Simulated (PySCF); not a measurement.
**First hyperpolarisability: 4-dimethylaminostyrene (C=Cc1ccc(N(C)C)cc1, C10H13N)**

Geometry:
```json
{"atom": "C1", "x (Å)": "4.167", "y (Å)": "-0.958", "z (Å)": "0.082"}
{"atom": "C2", "x (Å)": "3.310", "y (Å)": "-0.409", "z (Å)": "-0.790"}
{"atom": "C3", "x (Å)": "1.852", "y (Å)": "-0.326", "z (Å)": "-0.691"}
{"atom": "C4", "x (Å)": "1.120", "y (Å)": "0.301", "z (Å)": "-1.709"}
{"atom": "C5", "x (Å)": "-0.263", "y (Å)": "0.411", "z (Å)": "-1.668"}
{"atom": "C6", "x (Å)": "-0.999", "y (Å)": "-0.109", "z (Å)": "-0.582"}
{"atom": "N7", "x (Å)": "-2.368", "y (Å)": "0.001", "z (Å)": "-0.522"}
{"atom": "C8", "x (Å)": "-3.084", "y (Å)": "0.620", "z (Å)": "-1.603"}
{"atom": "C9", "x (Å)": "-3.091", "y (Å)": "-0.625", "z (Å)": "0.552"}
{"atom": "C10", "x (Å)": "-0.265", "y (Å)": "-0.750", "z (Å)": "0.444"}
{"atom": "C11", "x (Å)": "1.115", "y (Å)": "-0.849", "z (Å)": "0.384"}
{"atom": "H12", "x (Å)": "3.837", "y (Å)": "-1.426", "z (Å)": "1.014"}
{"atom": "H13", "x (Å)": "5.241", "y (Å)": "-0.954", "z (Å)": "-0.111"}
{"atom": "H14", "x (Å)": "3.726", "y (Å)": "0.041", "z (Å)": "-1.700"}
{"atom": "H15", "x (Å)": "1.656", "y (Å)": "0.717", "z (Å)": "-2.567"}
{"atom": "H16", "x (Å)": "-0.773", "y (Å)": "0.905", "z (Å)": "-2.495"}
{"atom": "H17", "x (Å)": "-2.744", "y (Å)": "1.655", "z (Å)": "-1.780"}
{"atom": "H18", "x (Å)": "-4.152", "y (Å)": "0.662", "z (Å)": "-1.356"}
{"atom": "H19", "x (Å)": "-2.978", "y (Å)": "0.068", "z (Å)": "-2.557"}
{"atom": "H20", "x (Å)": "-4.166", "y (Å)": "-0.447", "z (Å)": "0.419"}
{"atom": "H21", "x (Å)": "-2.933", "y (Å)": "-1.719", "z (Å)": "0.587"}
{"atom": "H22", "x (Å)": "-2.806", "y (Å)": "-0.216", "z (Å)": "1.538"}
{"atom": "H23", "x (Å)": "-0.782", "y (Å)": "-1.176", "z (Å)": "1.303"}
{"atom": "H24", "x (Å)": "1.634", "y (Å)": "-1.352", "z (Å)": "1.203"}
```

Method used: PySCF, quadratic response CAM-B3LYP/def2-SVPD first hyperpolarisability, Taylor convention, gas phase. Geometry: PBE0-D3(BJ)/def2-SVP.

(1) Give β for the processes computed.

(2) Which lowest excitations, dipole and polarisabilities go with it?

Results:

(1) In au, Taylor convention; the vector part is βᵢ = ⅓ Σⱼ (βᵢⱼⱼ + βⱼᵢⱼ + βⱼⱼᵢ); β∥ is 3/5 of the vector part along the dipole, the dipole points from − to +:
| process | λ (nm) | β vector norm | β∥ | β HRS | depolarisation ratio |
| --- | --- | --- | --- | --- | --- |
| static β(0;0,0) | ∞ | 1400.3 | 839.2 | 615.5 | 4.18 |
| second harmonic β(−2ω;ω,ω) | 1907 | 1582.1 | 948.1 | 693.0 | 4.24 |
| Pockels β(−ω;ω,0) | 1907 | 1457.1 | 873.2 | – | – |
| second harmonic β(−2ω;ω,ω) | 1064 | 2146.3 | 1286.3 | 932.8 | 4.36 |
| Pockels β(−ω;ω,0) | 1064 | 1596.2 | 956.6 | – | – |

(2) S1 4.37 eV (f = 0.248); S2 4.67 eV (f = 0.445); S3 5.19 eV (f = 0.026); dipole 2.86 D; isotropic α 140.8 au static, 141.7 au at 1907 nm, 143.8 au at 1064 nm, 144.5 au at 953.5 nm, 154.7 au at 532 nm.
